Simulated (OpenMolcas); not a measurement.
# F3+: the spin-orbit constant, worked from levels

```yaml
Program: OpenMolcas 26.06
Basis: ANO-R2 [4s4p2d1f]
Scalar_Hamiltonian: X2C, finite nucleus
Active_space: 4 electrons in 8 orbitals (2s 2p 3s 3p)
State_averaging: 2S+1 = 3 even, 3 roots; 2S+1 = 1 even, 6 roots; 2S+1 = 5 odd, 1 root; 2S+1 = 3 odd, 9 roots; 2S+1 = 1 odd, 8 roots
Spin-orbit_coupling: RASSI with atomic mean-field integrals over the reference wave functions, term energies averaged over their components
```

Methods: CASSCF; SS-CASPT2, IPEA 0.25 Eh, imaginary shift 0.1 Eh (closed shells correlated: 1s). Measured levels: Moore, Atomic Energy Levels, vol. I, NSRDS-NBS 35 (1971 reprint of NBS Circular 467, 1949).

**The spin-orbit constant.** For the Hund term 3P of p2, E(J) = (A/2) J(J+1) + constant and ζ = 2S·A = 2A. From J = 0 to J = 2 the energy changes by 3 A.

| Source | E(2) - E(0) | A | ζ |
| --- | --- | --- | --- |
| CASSCF | 627.7 | 209.2 | 418 |
| SS-CASPT2 | 626.9 | 209.0 | 418 |
| measured | 613.4 | 204.5 | 409 |

All in cm-1. SS-CASPT2 is off by +2.2 % and CASSCF by +2.3 %. Both methods take the spin-orbit matrix elements from the reference wave functions, so the second can move ζ only through the term energies and any multistate remixing. Second-order mixing with other terms is absorbed into this ζ.

Active for correlation alone: 3p 3s; no level in the range computed is led by a configuration that fills them, so any true level of that kind is missing. Measured partners are found by configuration, term and J. A level has none where our copy of the source lacks it or the pairing is in doubt (some pairs that miss far off the trend of their configuration count as doubtful), and it then counts in no deviation. Levels of configurations outside the active space are missing.
